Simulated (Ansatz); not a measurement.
One change: `O[SiH2][SiH2]S` becomes `C=C[SiH2][SiH2]S`.

Ansatz, PBE0-D4/def2-TZVP geometries, multiplicity 1. Each molecule was computed in one conformer, which needn't be the lowest.

```
                                          property  `O[SiH2][SiH2]S`
               HOMO–LUMO gap (PBE/def2-TZVPP) / eV              4.67
                 HOMO energy (PBE/def2-TZVPP) / eV             -6.26
             HOMO energy (ωB97M-V/def2-TZVPP) / eV             -9.48
    size of the dipole moment (PBE/def2-TZVPP) / D              1.06
size of the dipole moment (ωB97M-V/def2-TZVPP) / D              1.13
           HOMO–LUMO gap (ωB97M-V/def2-TZVPP) / eV             10.45
```

**Question.** Give the same properties after the change, and the shifts. (Best estimate.)

**Answer.** Computed: 
```tsv
property	`C=C[SiH2][SiH2]S`	shift
HOMO–LUMO gap (PBE/def2-TZVPP) / eV	4.17	-0.50
HOMO energy (PBE/def2-TZVPP) / eV	-6.02	0.24
HOMO energy (ωB97M-V/def2-TZVPP) / eV	-9.26	0.22
size of the dipole moment (PBE/def2-TZVPP) / D	1.55	0.49
size of the dipole moment (ωB97M-V/def2-TZVPP) / D	1.61	0.48
HOMO–LUMO gap (ωB97M-V/def2-TZVPP) / eV	10.36	-0.09
```

With PBE0 the HOMO rises by 0.24 eV and the LUMO falls by 0.14 eV, so the gap narrows by about 0.38 eV. PBE moves the HOMO by 0.24 eV and ωB97M-V by 0.22 eV. Dipoles are sizes alone; their direction can turn.
